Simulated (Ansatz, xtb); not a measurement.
Two isomers of C4H3F3S

Structure a: `FC(F)(F)CC#CS`, a singlet. Structure b: `C#C[C@@H](S)C(F)(F)F`, a singlet. Both are isolated molecules in the gas phase, relaxed with B3LYP-D3(BJ)/def2-SVP; the shapes shown needn't be the lowest conformers.

a (Å):

```yaml
atoms:
  - { symbol: C, position_ang: [-2.9691, 0.2490, 1.5188] }
  - { symbol: C, position_ang: [-1.5859, -0.2699, 1.8913] }
  - { symbol: C, position_ang: [-0.4882, 0.5289, 1.3658] }
  - { symbol: C, position_ang: [0.4284, 1.1894, 0.9183] }
  - { symbol: F, position_ang: [-3.1491, 0.2726, 0.1911] }
  - { symbol: F, position_ang: [-3.1778, 1.4875, 1.9843] }
  - { symbol: F, position_ang: [-3.9148, -0.5500, 2.0446] }
  - { symbol: S, position_ang: [1.7056, 2.1834, 0.4138] }
  - { symbol: H, position_ang: [-1.5229, -1.3094, 1.5287] }
  - { symbol: H, position_ang: [-1.5425, -0.3128, 2.9923] }
  - { symbol: H, position_ang: [1.8735, 1.6329, -0.8154] }
```

b (Å):

```yaml
atoms:
  - { symbol: C, position_ang: [-3.6753, 0.4393, 1.2198] }
  - { symbol: C, position_ang: [-2.5043, 0.4210, 1.5231] }
  - { symbol: C, position_ang: [-1.0922, 0.3826, 1.8736] }
  - { symbol: C, position_ang: [-0.2378, 1.2168, 0.9066] }
  - { symbol: F, position_ang: [-0.7009, 2.4737, 0.8401] }
  - { symbol: F, position_ang: [-0.2546, 0.7063, -0.3317] }
  - { symbol: F, position_ang: [1.0329, 1.2725, 1.3176] }
  - { symbol: S, position_ang: [-0.4505, -1.3396, 2.0406] }
  - { symbol: H, position_ang: [-4.7156, 0.4569, 0.9539] }
  - { symbol: H, position_ang: [-0.9387, 0.8271, 2.8705] }
  - { symbol: H, position_ang: [-0.8085, -1.7155, 0.7916] }
```

Problem. Which of the two would you expect CCSD(T)/def2-SVP + ΔMP2/def2-TZVPP electronic energies to favour?

Solution. Structure a; the calculation gives E(b) − E(a) = +24.7 kJ/mol.

Level by level:

```csv
level,geometry,E(b) − E(a) (kJ/mol),departure from the last row (kJ/mol),"job, with rough time for the two"
GFN2-xTB,GFN2-xTB,+32.6,+7.9,"optimisation, 0.18 s"
HF/STO-3G,GFN2-xTB,+48.7,+24.0,"single point, 0.52 s"
r2SCAN-D4/def2-SVP,GFN2-xTB,+27.9,+3.1,"single point, 4 s"
B3LYP-D3(BJ)/def2-SVP,B3LYP-D3(BJ)/def2-SVP,+27.7,+2.9,"optimisation, 76 s"
HF/def2-SVP,B3LYP-D3(BJ)/def2-SVP,+32.5,+7.7,part of the CCSD(T) run
MP2/def2-SVP,B3LYP-D3(BJ)/def2-SVP,+21.9,−2.9,part of the CCSD(T) run
CCSD(T)/def2-SVP,B3LYP-D3(BJ)/def2-SVP,+21.8,−3.0,single point
CCSD(T)/def2-SVP + ΔMP2/def2-TZVPP,B3LYP-D3(BJ)/def2-SVP,+24.7,,"single point, 51 s"
```

As drawn, both hold the same kinds of bond in the same numbers.

None of the levels shown reverses the order. The largest departure from CCSD(T)/def2-SVP + ΔMP2/def2-TZVPP is that of HF/STO-3G, 24.0 kJ/mol. The last row adds to CCSD(T) the change of the MP2 difference between the two basis sets, here +3.0 kJ/mol.

With thermal terms from frequencies at re-optimised GFN2-xTB minima (ideal gas, soft modes damped towards free rotors, one conformer each, 298.15 K, 1 atm): on the last row, ΔE + ΔZPE = +23.1, ΔH = +22.3, ΔG = +26.0 kJ/mol.

The correlated steps freeze 12 core orbitals. Mirror images aren't counted in ΔG. Programs: Ansatz 0.2.0, xtb 6.7.1; the last row on 2 threads of Intel(R) Xeon(R) 6975P-C (Granite Rapids) on a shared host.
